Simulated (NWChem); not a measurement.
# C3H8BF; SMILES CC(C)BF

```xyz
13

B     -0.7398     0.9065     0.0955
F     -0.0323     2.0079    -0.1189
H     -1.9463     1.0430     0.1367
C     -0.0251    -0.4646     0.3452
C      1.4471    -0.4989    -0.0573
C     -0.8218    -1.6529    -0.1973
H     -0.0809    -0.5198     1.4576
H      1.9350    -1.4296     0.2744
H      1.5583    -0.4452    -1.1527
H      2.0080     0.3463     0.3682
H     -1.8735    -1.6241     0.1272
H     -0.3936    -2.6116     0.1372
H     -0.8182    -1.6639    -1.2997
```
Atoms are numbered in this order, from 1.

Geometry: optimised at PBE0/def2-SVP. No frequency run checked for a minimum.

### Question
List the 6 lowest vertical singlet excitations and the 6 lowest triplet ones from B3LYP/6-31G* (spherical d), full TDDFT (NWChem).

### Answer
```json
[
 {"state": "S1", "energy (eV)": "6.07", "oscillator strength": "0.000", "leading excitation (squared amplitude)": "HOMO → LUMO (0.98)"},
 {"state": "S2", "energy (eV)": "7.83", "oscillator strength": "0.007", "leading excitation (squared amplitude)": "HOMO−1 → LUMO (0.79)"},
 {"state": "S3", "energy (eV)": "8.00", "oscillator strength": "0.032", "leading excitation (squared amplitude)": "HOMO−2 → LUMO (0.79)"},
 {"state": "S4", "energy (eV)": "8.68", "oscillator strength": "0.027", "leading excitation (squared amplitude)": "HOMO−3 → LUMO (0.94)"},
 {"state": "S5", "energy (eV)": "9.11", "oscillator strength": "0.002", "leading excitation (squared amplitude)": "HOMO−4 → LUMO (0.95)"},
 {"state": "S6", "energy (eV)": "9.32", "oscillator strength": "0.005", "leading excitation (squared amplitude)": "HOMO → LUMO+1 (0.88)"},
 {"state": "T1", "energy (eV)": "5.54", "oscillator strength": "spin-forbidden", "leading excitation (squared amplitude)": "HOMO → LUMO (0.98)"},
 {"state": "T2", "energy (eV)": "7.37", "oscillator strength": "spin-forbidden", "leading excitation (squared amplitude)": "HOMO−1 → LUMO (0.77)"},
 {"state": "T3", "energy (eV)": "7.69", "oscillator strength": "spin-forbidden", "leading excitation (squared amplitude)": "HOMO−2 → LUMO (0.89)"},
 {"state": "T4", "energy (eV)": "8.02", "oscillator strength": "spin-forbidden", "leading excitation (squared amplitude)": "HOMO−3 → LUMO (0.67)"},
 {"state": "T5", "energy (eV)": "8.94", "oscillator strength": "spin-forbidden", "leading excitation (squared amplitude)": "HOMO → LUMO+1 (0.87)"},
 {"state": "T6", "energy (eV)": "9.01", "oscillator strength": "spin-forbidden", "leading excitation (squared amplitude)": "HOMO−4 → LUMO (0.88)"}
]
```
